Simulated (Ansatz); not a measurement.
Ansatz (a first-principles code) input:

Ansatz 0.2 input:
```yaml
crystal:
  periodic: [false, false, false]
  atoms:
    - {symbol: Zr, position_ang: [-0.00000000, -0.00000000, -0.29471518]}
    - {symbol: O, position_ang: [0.00000000, 0.00000000, 1.47357589]}
basis:
  gaussian:
    orbitals: def2-TZVPD
hamiltonian:
  xc: {name: HSE06}
total_charge: -1
magnetization: {spin_polarized: true, initial_magnetization: 1}
output: {forces: true}
```

Task: Which total energy does the run end on?

Result: -122.22272 Eh (HSE06/def2-TZVPD). The basis has 80 functions.

The spin state was set by rule; other spins were not relaxed.
